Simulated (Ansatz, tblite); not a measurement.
Cost and result up the ladder for ZnI2⁻ (the lowest doublet isomer of a short search) (3 atoms). Total charge -1; doublet. Geometry: r2SCAN-D4/def2-TZVPD.

```xyz
3

Zn   -0.750   -0.389    0.286
I    -0.344   -0.009   -2.302
I     1.094    0.398    2.016
```

Ansatz on 4 threads of Arm Neoverse V2 on a shared host; xTB runs through tblite on one thread. Times are rough, summed over both states, and most runs start from the orbitals of an earlier one. PBE0-D4/def2-TZVPD serves as the yardstick here, not as an exact answer. The other state is a singlet.

In the def2 sets I takes a core potential; there is no spin–orbit coupling. The xTB rows come from tblite. The structure comes from a short search, and lower isomers may exist.

Raw xTB energies of ions are shifted by several eV, and xTB has no spin-polarisation term.

```tsv
level	functions	vertical IE (eV)	difference from PBE0-D4/def2-TZVPD (eV)	remarks
PBE0-D4/def2-TZVPD	169	2.38	0.00	–
GFN1-xTB	22	5.25	2.86	–
r2SCAN-D4/def2-TZVPD	169	2.47	0.09	–
PBE-D4/def2-TZVPD	169	2.31	-0.07	HOMO above zero (-1 doublet)
GFN2-xTB	22	6.39	4.01	–
```

(1) Estimate how long each takes.

Answers

(1) GFN1-xTB 0.003 s; GFN2-xTB 0.004 s; PBE-D4/def2-TZVPD 3.9 s; PBE0-D4/def2-TZVPD 6.6 s; r2SCAN-D4/def2-TZVPD 9.3 s. On shared hardware such times vary by a factor of up to 3.
